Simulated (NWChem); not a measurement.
System meant: CH3Cl2Y; SMILES [CH3][Y]([Cl])[Cl]

NWChem input:

```
start job
memory heap 200 mb stack 900 mb global 1100 mb
geometry units angstroms noautoz
  Y      0.034273     0.001047     0.193042
  Cl     1.030353     2.209423    -0.214384
  Cl     1.035563    -2.205969    -0.208921
  C     -1.950804    -0.000027     1.378519
  H     -2.575808    -0.891551     1.181503
  H     -2.577842     0.889770     1.180254
  H     -1.762153     0.000870     2.470855
end
basis spherical
  Y library def2-svp
  Cl library def2-svp
  C library def2-svp
  H library def2-svp
end
ecp
  Y library def2-ecp
end
dft
  odft
  mult 2
  xc pbe0
  iterations 150
  mulliken
end
task dft energy
```

End of the output:

```
 Summary of "ao basis" -> "" (spherical)
 ------------------------------------------------------------------------------
       Tag                 Description            Shells   Functions and Types
 ---------------- ------------------------------  ------  ---------------------
 Y                          def2-svp                11       31   5s3p2d1f
 Cl                         def2-svp                 8       18   4s3p1d
 C                          def2-svp                 6       14   3s2p1d
 H                          def2-svp                 3        5   2s1p

                                 NWChem DFT Module
                                 -----------------

 Summary of "ao basis" -> "ao basis" (spherical)
 ------------------------------------------------------------------------------
       Tag                 Description            Shells   Functions and Types
 ---------------- ------------------------------  ------  ---------------------
 Y                          def2-svp                11       31   5s3p2d1f
 Cl                         def2-svp                 8       18   4s3p1d
 C                          def2-svp                 6       14   3s2p1d
 H                          def2-svp                 3        5   2s1p

      Symmetry analysis of basis
      --------------------------

        a'         58
        a"         38

  number of electrons :                   54
  multiplicity        :                    2
 ------------------------------------------------------------------------
  no. of electrons and multiplicity not compatible                  54
 ------------------------------------------------------------------------
 ------------------------------------------------------------------------
  current input line :
    28: task dft energy
 ------------------------------------------------------------------------
 ------------------------------------------------------------------------
 There is an error in the input file
 ------------------------------------------------------------------------
 For more information see the NWChem manual at https://nwchemgit.github.io

0: no. of electrons and multiplicity not compatible:Received an Error in Communication
```

Task: Find the fault in this run and fix the input.

Result: The input was rejected before any calculation. Cause: the multiplicity doesn't fit the number of electrons (an even count wants an odd multiplicity, and the reverse). This input runs:
```
start job
memory heap 200 mb stack 900 mb global 1100 mb
geometry units angstroms noautoz
  Y      0.034273     0.001047     0.193042
  Cl     1.030353     2.209423    -0.214384
  Cl     1.035563    -2.205969    -0.208921
  C     -1.950804    -0.000027     1.378519
  H     -2.575808    -0.891551     1.181503
  H     -2.577842     0.889770     1.180254
  H     -1.762153     0.000870     2.470855
end
basis spherical
  * library def2-svp
end
ecp
  Y library def2-ecp
end
dft
  xc pbe0
  iterations 150
  mulliken
end
task dft energy
```
It converges to -998.12118 Ha (PBE0/def2-SVP with def2 effective core potentials on Y).
